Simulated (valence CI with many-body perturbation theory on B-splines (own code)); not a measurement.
## Level structure of Lu⁵⁸⁺

Level of theory: configuration interaction combined with many-body perturbation theory (CI+MBPT): three valence electrons over a frozen Dirac-Fock core [Ne], a basis of 11 s, 11 p, 10 d, 8 f, 5 g, 2 h functions for each j, with the one-electron correlation potential Σ1 (screened to all orders), the two-electron term Σ2, the three-electron term Σ3, Breit, model QED; selected single and double excitations, second order for the rest, scaled by the run's own slope (own B-spline code, finite nucleus).

The last digits are not significant, and no measured levels were compared; by estimate large intervals hold to a few tenths of a per cent, small ones and those within an open d or f shell to about a per cent.

Levels 1 to 45 of 157, with energies above the lowest level, (3s^2 3p1/2) J=1/2. "Leading %" is the weight of the configuration and term that name the level; weights of strongly mixed levels are sums over their largest components and can fall short. In the jj column 3d3/2^4 stands for four electrons in 3d with j = 3/2. Lifetimes count E1, E2, E3, M1 and M2 decay at the calculated energies, and are blank where another channel may lead or the interval is too uncertain; long ones can be off by a factor of two.

| No. | Configuration | Term | J | E (× 10³ cm⁻¹) | Leading % | Second component | Lifetime | g | Leading jj |
| --- | --- | --- | --- | --- | --- | --- | --- | --- | --- |
| 1 | 3s²3p | ²P° | 1/2 | 0.00 | 100 |  |  | 0.649 | 3s^2 3p1/2 (100 %) |
| 2 | 3s3p² | ⁴P | 1/2 | 1262.8 | 54 | 30 % 3s3p² ²S | 30.2 ps | 2.125 | 3s 3p1/2^2 (99 %) |
| 3 | 3s²3p | ²P° | 3/2 | 2408.0 | 99 |  | 3.95 ns | 1.322 | 3s^2 3p3/2 (99 %) |
| 4 | 3s3p² | ⁴P | 3/2 | 3441.7 | 89 | 8 % 3s3p² ²D | 104 ps | 1.633 | 3s 3p1/2 3p3/2 (99 %) |
| 5 | 3s3p² | ²D | 5/2 | 3579.6 | 61 | 38 % 3s3p² ⁴P | 81.8 ps | 1.339 | 3s 3p1/2 3p3/2 (98 %) |
| 6 | 3s3p² | ²D | 3/2 | 3744.2 | 51 | 28 % 3s3p² ²P | 1.70 ps | 0.965 | 3s 3p1/2 3p3/2 (82 %) |
| 7 | 3s3p² | ²P | 1/2 | 3820.2 | 69 | 29 % 3s3p² ⁴P | 500 fs | 1.254 | 3s 3p1/2 3p3/2 (98 %) |
| 8 | 3s²3d | ²D | 3/2 | 4194.4 | 81 | 11 % 3s3p² ²D | 384 fs | 0.827 | 3s^2 3d3/2 (81 %) |
| 9 | 3s²3d | ²D | 5/2 | 4675.2 | 96 |  | 4.28 ps | 1.199 | 3s^2 3d5/2 (96 %) |
| 10 | 3p³ | ²P° | 3/2 | 4987.5 | 30 | 18 % 3p³ ²D° | 3.11 ps | 1.107 | 3p1/2^2 3p3/2 (63 %) |
| 11 | 3s3p3d | ⁴F° | 3/2 | 5095.2 | 62 | 11 % 3p³ ²P° | 4.00 ps | 0.677 | 3s 3p1/2 3d3/2 (75 %) |
| 12 | 3s3p3d | ⁴F° | 5/2 | 5192.1 | 44 | 29 % 3s3p3d ²F° | 41.0 ps | 1.024 | 3s 3p1/2 3d3/2 (98 %) |
| 13 | 3s3p3d | ⁴D° | 1/2 | 5393.7 | 58 | 35 % 3s3p3d ²P° | 583 fs | 0.394 | 3s 3p1/2 3d3/2 (99 %) |
| 14 | 3s3p3d | ⁴D° | 3/2 | 5439.5 | 34 | 20 % 3s3p3d ²P° | 426 fs | 1.288 | 3s 3p1/2 3d3/2 (86 %) |
| 15 | 3s3p3d | ⁴P° | 5/2 | 5740.6 | 38 | 31 % 3s3p3d ⁴D° | 4.28 ps | 1.350 | 3s 3p1/2 3d5/2 (99 %) |
| 16 | 3s3p3d | ⁴F° | 7/2 | 5845.5 | 44 | 33 % 3s3p3d ²F° | 5.81 ps | 1.239 | 3s 3p1/2 3d5/2 (98 %) |
| 17 | 3s3p3d | ²F° | 5/2 | 5925.6 | 51 | 20 % 3s3p3d ²D° | 4.72 ps | 1.037 | 3s 3p1/2 3d5/2 (97 %) |
| 18 | 3s3p² | ⁴P | 5/2 | 5946.4 | 59 | 40 % 3s3p² ²D | 1.94 ps | 1.425 | 3s 3p3/2^2 (98 %) |
| 19 | 3s3p3d | ²D° | 3/2 | 5965.0 | 37 | 36 % 3s3p3d ²P° | 1.79 ps | 1.110 | 3s 3p1/2 3d5/2 (89 %) |
| 20 | 3s3p² | ²S | 1/2 | 6229.9 | 68 | 17 % 3s3p² ⁴P | 701 fs | 1.916 | 3s 3p3/2^2 (99 %) |
| 21 | 3s3p² | ²P | 3/2 | 6281.9 | 61 | 30 % 3s3p² ²D | 346 fs | 1.192 | 3s 3p3/2^2 (98 %) |
| 22 | 3p²3d | ²D | 3/2 | 6612.6 | 40 | 35 % 3p²3d ⁴F | 6.80 ps | 0.773 | 3p1/2^2 3d3/2 (99 %) |
| 23 | 3p²3d | ²D | 5/2 | 7268.3 | 33 | 21 % 3p²3d ⁴D | 3.63 ps | 1.192 | 3p1/2^2 3d5/2 (98 %) |
| 24 | 3p³ | ²D° | 5/2 | 7344.6 | 70 | 13 % 3s3p3d ²D° | 1.01 ps | 1.168 | 3p1/2 3p3/2^2 (70 %) |
| 25 | 3p³ | ⁴S° | 3/2 | 7379.7 | 49 | 44 % 3p³ ²D° | 433 fs | 1.415 | 3p1/2 3p3/2^2 (92 %) |
| 26 | 3p³ | ²P° | 1/2 | 7507.9 | 82 | 14 % 3s3p3d ²P° | 574 fs | 0.716 | 3p1/2 3p3/2^2 (82 %) |
| 27 | 3s3p3d | ⁴D° | 3/2 | 7604.6 | 43 | 36 % 3s3p3d ⁴P° | 632 fs | 1.292 | 3s 3p3/2 3d3/2 (97 %) |
| 28 | 3s3p3d | ⁴P° | 1/2 | 7617.7 | 81 | 15 % 3s3p3d ⁴D° | 801 fs | 2.177 | 3s 3p3/2 3d3/2 (96 %) |
| 29 | 3s3p3d | ⁴D° | 5/2 | 7631.4 | 42 | 22 % 3s3p3d ⁴F° | 475 fs | 1.227 | 3s 3p3/2 3d3/2 (80 %) |
| 30 | 3s3p3d | ⁴F° | 7/2 | 7656.5 | 42 | 35 % 3s3p3d ²F° | 837 fs | 1.236 | 3s 3p3/2 3d3/2 (93 %) |
| 31 | 3s3p3d | ²D° | 3/2 | 7865.5 | 62 | 21 % 3s3p3d ⁴P° | 336 fs | 0.983 | 3s 3p3/2 3d3/2 (86 %) |
| 32 | 3s3p3d | ²F° | 5/2 | 7971.8 | 67 | 8 % 3s3p3d ⁴F° | 286 fs | 0.959 | 3s 3p3/2 3d3/2 (91 %) |
| 33 | 3s3p3d | ⁴F° | 9/2 | 7994.2 | 100 |  | 8.52 ns | 1.322 | 3s 3p3/2 3d5/2 (100 %) |
| 34 | 3s3p3d | ²P° | 1/2 | 8010.8 | 65 | 21 % 3s3p3d ⁴D° | 256 fs | 0.608 | 3s 3p3/2 3d3/2 (86 %) |
| 35 | 3s3p3d | ²D° | 5/2 | 8169.9 | 47 | 38 % 3s3p3d ⁴P° | 1.63 ps | 1.338 | 3s 3p3/2 3d5/2 (97 %) |
| 36 | 3s3p3d | ²F° | 7/2 | 8240.4 | 60 | 33 % 3s3p3d ⁴D° | 2.24 ps | 1.233 | 3s 3p3/2 3d5/2 (94 %) |
| 37 | 3s3p3d | ²P° | 3/2 | 8263.2 | 42 | 40 % 3s3p3d ²D° | 1.42 ps | 1.152 | 3s 3p3/2 3d5/2 (87 %) |
| 38 | 3s3p3d | ²F° | 7/2 | 8385.2 | 71 | 20 % 3s3p3d ⁴D° | 593 fs | 1.196 | 3s 3p3/2 3d5/2 (99 %) |
| 39 | 3s3p3d | ²P° | 1/2 | 8459.9 | 84 | 6 % 3s3p3d ⁴D° | 1.57 ps | 0.707 | 3s 3p3/2 3d5/2 (92 %) |
| 40 | 3s3p3d | ²P° | 3/2 | 8540.0 | 76 | 8 % 3s3p3d ⁴P° | 473 fs | 1.301 | 3s 3p3/2 3d5/2 (98 %) |
| 41 | 3s3p3d | ²D° | 5/2 | 8558.5 | 63 | 22 % 3s3p3d ²F° | 468 fs | 1.114 | 3s 3p3/2 3d5/2 (94 %) |
| 42 | 3p²3d | ²F | 5/2 | 8819.9 | 50 | 36 % 3p²3d ⁴F | 1.28 ps | 0.940 | 3p1/2 3p3/2 3d3/2 (92 %) |
| 43 | 3p²3d | ⁴F | 3/2 | 8880.1 | 40 | 24 % 3p²3d ⁴D | 733 fs | 0.906 | 3p1/2 3p3/2 3d3/2 (98 %) |
| 44 | 3p²3d | ⁴D | 1/2 | 8901.3 | 81 | 16 % 3p²3d ²P | 674 fs | 0.167 | 3p1/2 3p3/2 3d3/2 (99 %) |
| 45 | 3p²3d | ²G | 7/2 | 8932.7 | 50 | 26 % 3p²3d ²F | 900 fs | 1.025 | 3p1/2 3p3/2 3d3/2 (95 %) |

The ionisation energy to 3s² ¹S0 of the next ion comes out as 6071 eV (NIST: 6070 ± 6 eV (theoretical)). All 157 levels together are meant to be complete up to 23896 × 10³ cm⁻¹.
